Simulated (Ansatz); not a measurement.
The same molecule with X = O, Se, Te. Ansatz, PBE0-D4/def2-TZVP geometries, multiplicity 1. Each molecule was computed in one conformer, which needn't be the lowest.

Elements past krypton have def2 core potentials. Scalar relativity is left out up to krypton.

```
 X     molecule  mean X–C bond length / Å  mean X–H bond length / Å  LUMO energy (ωB97M-V/def2-TZVPP) / eV  HOMO–LUMO gap (ωB97M-V/def2-TZVPP) / eV  HOMO energy (PBE0/def2-TZVPP) / eV
 O      `NC#CO`                     1.311                     0.964                                   2.21                                    10.56                               -6.11
Te  `NC#C[TeH]`                     2.000                     1.666                                   1.41                                     9.47                               -6.01
```

(1) Give the row for X = Se, `NC#C[SeH]`. (Best estimate.)

Answers

(1) Ansatz gave: 
| X | molecule | mean X–C bond length / Å | mean X–H bond length / Å | LUMO energy (ωB97M-V/def2-TZVPP) / eV | HOMO–LUMO gap (ωB97M-V/def2-TZVPP) / eV | HOMO energy (PBE0/def2-TZVPP) / eV |
| --- | --- | --- | --- | --- | --- | --- |
| Se | `NC#C[SeH]` | 1.809 | 1.476 | 2.03 | 10.46 | -6.33 |

From O to Te the mean X–C bond length rises at each step, by 0.689 Å in all; the mean X–H bond length rises at each step, by 0.702 Å in all; the LUMO energy (ωB97M-V/def2-TZVPP) falls at each step, by 0.80 eV in all; the HOMO–LUMO gap (ωB97M-V/def2-TZVPP) falls at each step, by 1.09 eV in all; the HOMO energy (PBE0/def2-TZVPP) isn't monotonic: highest at Te, lowest at Se. Bonds lengthen as the atom grows down the group.

Spin–orbit coupling is left out; it splits and shifts lone-pair levels of the heavy atoms by tenths of an eV.
